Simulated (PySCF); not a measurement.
C$_{4}$H$_{9}$ (SMILES C[C](C)C), doublet, geometry from GFN2-xTB, with bond 10-3 at 2.4 times its length; CASSCF(7,6)/6-31G (PySCF).

The PySCF input:
```python
from pyscf import gto, scf, mcscf
import numpy

mol = gto.M(
    atom='''
C     0.00023255   -0.00038654    0.11531580
C    -0.00196340    1.47890203   -0.01633315
C     1.28276078   -0.73724528   -0.01712977
C    -1.28103607   -0.74176229   -0.00192288
H     0.00533747    1.79203493   -1.06950692
H    -0.89210208    1.91042643    0.44006010
H     0.88040339    1.91391175    0.45231464
H     1.56175249   -0.87942031   -1.07031343
H     2.09754855   -0.19116268    0.45767582
H     1.11571072   -3.11283718    1.06189305
H    -1.56790184   -0.89216050   -1.05187077
H    -1.20458862   -1.72845315    0.45367356
H    -2.09356910   -0.19514891    0.47592392
''',
    basis='6-31g',
    spin=1,
    verbose=4,
)

mf = scf.ROHF(mol)
mf.kernel()
mc = mcscf.CASSCF(mf, 6, 7)
mc.fix_spin_(ss=0.75)
mc.kernel()
occ = numpy.linalg.eigvalsh(mc.fcisolver.make_rdm1(mc.ci, mc.ncas, mc.nelecas))[::-1]
ss = mc.fcisolver.spin_square(mc.ci, mc.ncas, mc.nelecas)[0]
print('natural occupations', occ.round(4), ' <S^2>', round(ss, 4))
```

Question: Write the output that PySCF gives for this input, abridged.

Answer: 
```
PySCF version 2.14.0

[INPUT] verbose = 4
[INPUT] num. atoms = 13
[INPUT] num. electrons = 33
[INPUT] charge = 0
[INPUT] spin (= nelec alpha-beta = 2S) = 1
[INPUT] symmetry False subgroup None
[INPUT] Mole.unit = angstrom
[INPUT] Symbol           X                Y                Z      unit          X                Y                Z       unit  Magmom
[...]
nuclear repulsion = 122.731618185062
number of shells = 38
number of NR pGTOs = 124
number of NR cGTOs = 54
basis = 6-31g
ecp = {}

******** <class 'pyscf.scf.rohf.ROHF'> ********
method = ROHF
initial guess = minao
damping factor = 0
level_shift factor = 0
DIIS = <class 'pyscf.scf.diis.CDIIS'>
diis_start_cycle = 1
diis_space = 8
diis_damp = 0
SCF conv_tol = 1e-09
SCF conv_tol_grad = None
SCF max_cycles = 50
direct_scf = True
direct_scf_tol = 1e-13
num. doubly occ = 16  num. singly occ = 1
Set gradient conv threshold to 3.16228e-05
init E= -156.789990752632
[...]
cycle= 1 E= -156.283117117924  delta_E= 0.507  |g|= 0.428  |ddm|= 2.03
[...]
cycle= 2 E= -156.313816804459  delta_E= -0.0307  |g|= 0.403  |ddm|= 0.961
[...]
cycle= 3 E= -156.387240033381  delta_E= -0.0734  |g|= 0.0857  |ddm|= 0.564
[...]
cycle= 4 E= -156.40662528508  delta_E= -0.0194  |g|= 0.0598  |ddm|= 0.232
[...]
cycle= 5 E= -156.415423309114  delta_E= -0.0088  |g|= 0.0534  |ddm|= 0.12
[...]
cycle= 6 E= -156.425010343938  delta_E= -0.00959  |g|= 0.0356  |ddm|= 0.29
[...]
cycle= 7 E= -156.41950026796  delta_E= 0.00551  |g|= 0.0385  |ddm|= 0.225
[...]
cycle= 8 E= -156.425862985076  delta_E= -0.00636  |g|= 0.00847  |ddm|= 0.162
[...]
cycle= 9 E= -156.425992917425  delta_E= -0.00013  |g|= 0.00628  |ddm|= 0.0492
[...]
cycle= 10 E= -156.426060525105  delta_E= -6.76e-05  |g|= 0.00202  |ddm|= 0.0203
[...]
cycle= 11 E= -156.426067300591  delta_E= -6.78e-06  |g|= 0.00111  |ddm|= 0.00763
[...]
cycle= 12 E= -156.426066196073  delta_E= 1.1e-06  |g|= 0.00103  |ddm|= 0.00532
[...]
cycle= 13 E= -156.426069083371  delta_E= -2.89e-06  |g|= 0.000124  |ddm|= 0.00414
[...]
cycle= 14 E= -156.42606911127  delta_E= -2.79e-08  |g|= 5.42e-05  |ddm|= 0.000692
[...]
cycle= 15 E= -156.426069118037  delta_E= -6.77e-09  |g|= 1.79e-05  |ddm|= 0.000259
[...]
cycle= 16 E= -156.426069118738  delta_E= -7.01e-10  |g|= 5.17e-06  |ddm|= 6.59e-05
[...]
Extra cycle  E= -156.426069118765  delta_E= -2.69e-11  |g|= 2.92e-06  |ddm|= 1.02e-05
converged SCF energy = -156.426069118765

******** <class 'pyscf.mcscf.mc1step.CASSCF'> ********
CAS (4e+3e, 6o), ncore = 13, nvir = 35
max_cycle_macro = 50
max_cycle_micro = 4
conv_tol = 1e-07
conv_tol_grad = None
orbital rotation max_stepsize = 0.02
orbital rotation threshold for CI restart = 0.01
augmented hessian ah_max_cycle = 30
augmented hessian ah_conv_tol = 1e-12
augmented hessian ah_linear dependence = 1e-14
augmented hessian ah_level shift = 1e-08
augmented hessian ah_start_tol = 2.5
augmented hessian ah_start_cycle = 3
augmented hessian ah_grad_trust_region = 3
kf_trust_region = 3
kf_interval = 4
ci_response_space = 4
ci_grad_trust_region = 3
with_dep4 0
natorb = False
canonicalization = True
sorting_mo_energy = False
ao2mo_level = 2
internal_rotation = False
******** <class 'pyscf.fci.addons.SpinPenaltyFCISolver'> ********
max. cycles = 50
conv_tol = 1e-08
davidson only = True
linear dependence = 1e-12
level shift = 0.001
max iter space = 12
nroots = 1
pspace_size = 400
spin = None
CASCI E = -156.458908481827  S^2 = 0.7500000
Set conv_tol_grad to 0.000316228
macro iter   1 ( 21 JK    4 micro), CASSCF E = -156.483672872989  dE = -2.47643912e-02  S^2 = 0.7500000
               |grad[o]|=0.123  |grad[c]|=0.0367  |ddm|=0.0734  |maxRot[o]|=0.194
macro iter   2 ( 21 JK    4 micro), CASSCF E = -156.488638312477  dE = -4.96543949e-03  S^2 = 0.7500000
               |grad[o]|=0.0472  |grad[c]|=0.0163  |ddm|=0.0146  |maxRot[o]|=0.306
macro iter   3 ( 21 JK    4 micro), CASSCF E = -156.501551837927  dE = -1.29135254e-02  S^2 = 0.7500000
[...]
               |grad[o]|=0.000749  |grad[c]|=0.00495  |ddm|=0.00106  |maxRot[o]|=0.0698
macro iter  11 (  7 JK    2 micro), CASSCF E = -156.509687134455  dE = -6.50827970e-05  S^2 = 0.7500000
               |grad[o]|=0.000728  |grad[c]|=0.00466  |ddm|=0.00122  |maxRot[o]|=0.0699
macro iter  12 (  7 JK    2 micro), CASSCF E = -156.509752385436  dE = -6.52509809e-05  S^2 = 0.7500000
               |grad[o]|=0.000738  |grad[c]|=0.00466  |ddm|=0.00157  |maxRot[o]|=0.0699
macro iter  13 (  7 JK    2 micro), CASSCF E = -156.509814396098  dE = -6.20106625e-05  S^2 = 0.7500000
               |grad[o]|=0.000745  |grad[c]|=0.00473  |ddm|=0.00197  |maxRot[o]|=0.0699
macro iter  14 (  7 JK    2 micro), CASSCF E = -156.509869644185  dE = -5.52480864e-05  S^2 = 0.7500000
               |grad[o]|=0.000757  |grad[c]|=0.00482  |ddm|=0.00237  |maxRot[o]|=0.0699
macro iter  15 (  7 JK    2 micro), CASSCF E = -156.509915380314  dE = -4.57361293e-05  S^2 = 0.7500000
               |grad[o]|=0.000775  |grad[c]|=0.0049  |ddm|=0.00272  |maxRot[o]|=0.0699
macro iter  16 (  7 JK    2 micro), CASSCF E = -156.509950021059  dE = -3.46407446e-05  S^2 = 0.7500000
               |grad[o]|=0.000788  |grad[c]|=0.00492  |ddm|=0.00359  |maxRot[o]|=0.0699
macro iter  17 (  6 JK    2 micro), CASSCF E = -156.509967772790  dE = -1.77517317e-05  S^2 = 0.7500000
               |grad[o]|=0.000787  |grad[c]|=0.00256  |ddm|=0.00235  |maxRot[o]|= 0.05
macro iter  18 (  6 JK    2 micro), CASSCF E = -156.509979807162  dE = -1.20343718e-05  S^2 = 0.7500000
               |grad[o]|=0.000693  |grad[c]|=0.00252  |ddm|=0.00258  |maxRot[o]|= 0.05
macro iter  19 ( 10 JK    3 micro), CASSCF E = -156.509980347689  dE = -5.40527111e-07  S^2 = 0.7500000
               |grad[o]|=0.000527  |grad[c]|=0.00637  |ddm|=0.00386  |maxRot[o]|=0.0938
macro iter  20 ( 10 JK    3 micro), CASSCF E = -156.509975324712  dE =  5.02297723e-06  S^2 = 0.7500000
               |grad[o]|=0.00153  |grad[c]|=0.00253  |ddm|=0.00187  |maxRot[o]|=0.0482
macro iter  21 ( 21 JK    4 micro), CASSCF E = -156.509981653082  dE = -6.32837066e-06  S^2 = 0.7500000
               |grad[o]|=0.000631  |grad[c]|=0.000924  |ddm|=0.000512  |maxRot[o]|=0.0379
macro iter  22 (  7 JK    2 micro), CASSCF E = -156.509986857828  dE = -5.20474575e-06  S^2 = 0.7500000
               |grad[o]|=0.00046  |grad[c]|=0.0014  |ddm|=0.000433  |maxRot[o]|=0.0355
macro iter  23 ( 12 JK    3 micro), CASSCF E = -156.509984879865  dE =  1.97796319e-06  S^2 = 0.7500000
               |grad[o]|=0.00022  |grad[c]|=0.00175  |ddm|=0.00233  |maxRot[o]|=0.0604
macro iter  24 ( 17 JK    4 micro), CASSCF E = -156.509986853907  dE = -1.97404208e-06  S^2 = 0.7500000
               |grad[o]|=0.000737  |grad[c]|=0.0014  |ddm|=0.000296  |maxRot[o]|=0.0266
macro iter  25 ( 12 JK    3 micro), CASSCF E = -156.509985026160  dE =  1.82774730e-06  S^2 = 0.7500000
               |grad[o]|=0.000252  |grad[c]|=0.000285  |ddm|=0.000548  |maxRot[o]|=0.0275
macro iter  26 ( 12 JK    3 micro), CASSCF E = -156.509986976419  dE = -1.95025950e-06  S^2 = 0.7500000
               |grad[o]|=0.00026  |grad[c]|=0.000106  |ddm|=0.000337  |maxRot[o]|=0.0158
macro iter  27 (  6 JK    1 micro), CASSCF E = -156.509988365600  dE = -1.38918028e-06  S^2 = 0.7500000
               |grad[o]|=0.000128  |grad[c]|=0.000458  |ddm|=0.000109  |maxRot[o]|=0.0154
macro iter  28 (  7 JK    1 micro), CASSCF E = -156.509988458345  dE = -9.27449548e-08  S^2 = 0.7500000
               |grad[o]|=6.96e-05  |grad[c]|=0.000233  |ddm|=4.83e-05  |maxRot[o]|=0.00422
1-step CASSCF converged in  28 macro (311 JK  74 micro) steps
CASSCF canonicalization
Density matrix diagonal elements [1.99199457 1.97919527 1.68342249 0.98694766 0.33275551 0.0256845 ]
CASSCF energy = -156.509988458345
CASCI E = -156.509988458345  E(CI) = -11.2213512523612  S^2 = 0.7500000
natural occupations [1.9989 1.9757 1.7004 0.9972 0.3029 0.0249]  <S^2> 0.75
```
